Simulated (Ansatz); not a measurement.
```yaml
crystal:
  periodic: [false, false, false]
  atoms:
    - {symbol: N, position_ang: [-0.827721, 0.459021, -0.436058]}
    - {symbol: Sb, position_ang: [0.647345, -0.046815, 0.585583]}
basis:
  gaussian: {orbitals: cc-pVTZ-PP}
hamiltonian: {xc: {name: wB97X}}
accuracy: high
```

```sh
$ ansatz run in.yaml --threads 2 --pin off --events-out ev --progress --plain --max-ram 32768MiB --backend cpu
```

Question: How does Ansatz answer? (Best estimate.)

Answer: The calculation gave: The program refused the input.
```
Functional definition: wB97X
Error: <dir> the basis set cc-pVTZ-PP has no functions for N
```
